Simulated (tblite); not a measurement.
C4H9FOSi.
Cartesian coordinates in Å at the GFN2-xTB level; atoms count from 1:
```xyz
16
C4H9FOSi angstrom
C      2.6728   -0.6761    0.0222
O      1.3155   -0.9246   -0.2239
Si     0.0056   -0.5154    0.6211
C     -1.5372   -0.7627   -0.4601
C     -1.7860    0.7592   -0.5461
C     -0.7000    1.2759    0.4133
F      0.1314    2.2137   -0.1879
H      2.8705    0.3967    0.0351
H      3.2435   -1.1408   -0.7819
H      2.9741   -1.1058    0.9796
H      0.0476   -0.9698    2.0112
H     -2.3517   -1.2838    0.0350
H     -1.3946   -1.2294   -1.4306
H     -2.7904    1.0501   -0.2436
H     -1.6022    1.1414   -1.5484
H     -1.1064    1.7803    1.2935
```

Method: GFN2-xTB as coded in tblite; computed harmonic values from a numerical Hessian at the method's own geometry, unscaled. The method is semi-empirical: single wavenumbers can be off by several per cent or more. Modes of hydrogen on silicon can be 10 to 20 % off. One conformer, not necessarily the lowest.

Harmonic wavenumbers (cm⁻¹): 29.2, 55.6, 101.9, 135.0, 154.8, 247.9, 331.3, 388.7, 504.7, 565.6, 631.2, 677.2, 696.3, 767.3, 810.4, 880.3, 966.2, 1023.0, 1054.9, 1092.8, 1125.2, 1131.9, 1161.6, 1166.2, 1197.3, 1215.1, 1269.4, 1303.4, 1409.2, 1460.8, 1473.4, 1477.5, 1480.4, 2257.1, 2937.6, 2964.6, 2979.2, 2999.1, 2999.8, 3016.2, 3026.5, 3031.9.

A = 3140, B = 1699, C = 1273 MHz; mass 120.041 u (most abundant isotopes); point group C1, symmetry number 1.

Task: What is the zero-point energy?

Result: Half the sum of the wavenumbers: 27099 cm⁻¹ = 324.18 kJ/mol.

Task: Entropy at 273.15 K, 1 bar (ideal gas, RRHO, classical rotation)?

Result: Translation 166.75, rotation 117.11, vibration 103.94: S = 387.8 J/(mol K).

Task: And Cp and H(273.15 K) − H(0)?

Result: Cp = 128.93 J/(mol K), of which vibrations give 95.67 (their classical limit is 42 R = 349.2); H(273.15 K) − H(0) = 22.95 kJ/mol without the zero-point energy, 13.86 from vibrations.

Task: How do the functions run with temperature in this model?

Result: 
```csv
T (K),S (J/(mol K)),Cp (J/(mol K)),H − H(0) (kJ/mol),G − H(0) (kJ/mol),ln q(vib)
100,291.2,74.5,5.54,-23.58,2.24
200,351.7,104.1,14.44,-55.91,4.73
300,400.3,138.4,26.54,-93.56,6.99
500,486.7,202.3,60.92,-182.45,11.33
800,596.5,263.8,131.68,-345.49,17.50
1000,658.3,290.3,187.23,-471.10,21.33
```

q(vib) and H(0) count from the zero-point level.

Task: Blend soft modes into free rotors: weight 1/[1 + (100 cm⁻¹/ν̃)⁴] for the oscillator and the rest for a rotor with moment μB/(μ + B), μ = h/(8π²ν), B = 10⁻⁴⁴ kg m². What vibrational entropy results?

Result: 91.42 J/(mol K) in place of 103.94, which changes −T·S at 273.15 K by +3.42 kJ/mol.

Hindered rotation and anharmonicity are outside this model. Other conformers, if any are populated, would add a mixing term that is left out. The structure is chiral; the term R ln 2 for an equal mix with its mirror image is left out.
